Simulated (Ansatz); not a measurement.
C$_{2}$H$_{9}$NOSi (`CO[SiH](C)N`) at its PBE0-D4/def2-TZVP geometry, where that method's forces vanish. Charge 0, multiplicity 1.

```xyz
14

C     1.3293   -0.6027   -1.6068
O     1.0487    0.3364   -0.6009
Si    0.0443    0.0080    0.6694
C    -1.7169   -0.1255    0.0837
N     0.1396    1.2235    1.8626
H     2.1739   -0.2401   -2.1966
H     0.4757   -0.7405   -2.2817
H     1.5981   -1.5815   -1.1887
H     0.5138   -1.2734    1.2704
H    -2.0706    0.8311   -0.3114
H    -1.8098   -0.8667   -0.7143
H    -2.3779   -0.4243    0.9004
H     0.9915    1.3562    2.3832
H    -0.3397    2.0996    1.7308
```

Question: What forces (eV/Å) does PBE-D4/def2-TZVPP give on these atoms in Ansatz 0.2.0? (Estimate.)

Answer: Computed: 
```
C1   0.048 -0.151 -0.170
O2   0.215  0.455 -0.010
Si3 -0.182 -0.191  0.122
C4   0.014  0.001  0.029
N5  -0.107 -0.107  0.116
H6   0.184  0.064 -0.141
H7  -0.176 -0.049 -0.165
H8   0.062 -0.228  0.070
H9   0.049 -0.144  0.080
H10 -0.075  0.176 -0.076
H11 -0.024 -0.136 -0.151
H12 -0.137 -0.059  0.144
H13  0.284  0.063  0.185
H14 -0.156  0.307 -0.032
```
